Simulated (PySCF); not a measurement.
**Relaxation of singlet HfCl₃⁺**

All numbers come from PySCF, PBE0, basis Hf def2-TZVP with ECP60, Cl def2-TZVP (scalar-relativistic core potentials, no spin–orbit coupling, density fitting). A (50,194) grid was used.

A hand-made trigonal planar start, of D3h symmetry, held to at least that symmetry:

```xyz
4
charge 1 multiplicity 1, angstrom
Hf    0.0000    0.0000    0.0000
Cl    2.4598    0.0000    0.0000
Cl   -1.2299    2.1302    0.0000
Cl   -1.2299   -2.1302    0.0000
```

At each step, columns x, y, z (Å) and Fx, Fy, Fz (eV/Å):

```
step 0  E − E(last) = 93.64 kJ/mol
Hf   0.000   0.000   0.000  -0.019   0.000   0.000
Cl   2.460   0.000   0.000  -2.998   0.000   0.000
Cl  -1.230   2.130   0.000   1.509  -2.595   0.000
Cl  -1.230  -2.130   0.000   1.509   2.595   0.000
step 1  E − E(last) = 13.06 kJ/mol
Hf   0.000   0.000   0.000  -0.015   0.000   0.000
Cl   2.335   0.000   0.000  -1.321   0.000   0.000
Cl  -1.168   2.022   0.000   0.668  -1.135   0.000
Cl  -1.168  -2.022   0.000   0.668   1.135   0.000
step 2  E − E(last) = 1.91 kJ/mol
Hf   0.000   0.000   0.000  -0.025   0.000   0.000
Cl   2.246   0.000   0.000   0.572   0.000   0.000
Cl  -1.123   1.945   0.000  -0.273   0.496   0.000
Cl  -1.123  -1.945   0.000  -0.273  -0.496   0.000
step 3  E − E(last) = 0.03 kJ/mol
Hf   0.000   0.000   0.000  -0.025   0.000   0.000
Cl   2.273   0.000   0.000  -0.065   0.000   0.000
Cl  -1.136   1.968   0.000   0.045  -0.055   0.000
Cl  -1.136  -1.968   0.000   0.045   0.055   0.000
step 4  E − E(last) = 0.00 kJ/mol
Hf   0.000   0.000   0.000  -0.025   0.000   0.000
Cl   2.270   0.000   0.000   0.000   0.000   0.000
Cl  -1.135   1.966   0.000   0.012   0.002   0.000
Cl  -1.135  -1.966   0.000   0.012  -0.002   0.000
```

It ends at D3h with Hf–Cl 2.270 Å (×3); Cl–Hf–Cl 120.0° (×3). A frequency run shows 1 imaginary mode, down to 65i cm⁻¹, so it is a saddle point.

Spin–orbit coupling, left out here, can matter for elements this heavy.
